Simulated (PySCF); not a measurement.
C3H7ClSi, SMILES [SiH2](Cl)/C=C/C.

Coordinates come from a PBE0-D3(BJ)/def2-SVP optimisation. The structure was generated by enumeration; whether it is a known compound was not checked. One conformer was computed; it need not be the lowest.

Vertical ionisation energy (IE) and electron affinity (EA) in eV. Rows of orbital energies are one-electron estimates. Where ΔSCF, EOM or ADC give a negative EA the extra electron is unbound and the value depends on the basis.

```
level                                           IE     EA
--------------------------------------------  ----  -----
−ε(HOMO), −ε(LUMO), M06-2X/def2-TZVP (PySCF)  9.05  -0.19
−ε(HOMO), −ε(LUMO), PBE/def2-TZVP (PySCF)     6.74   1.67
```
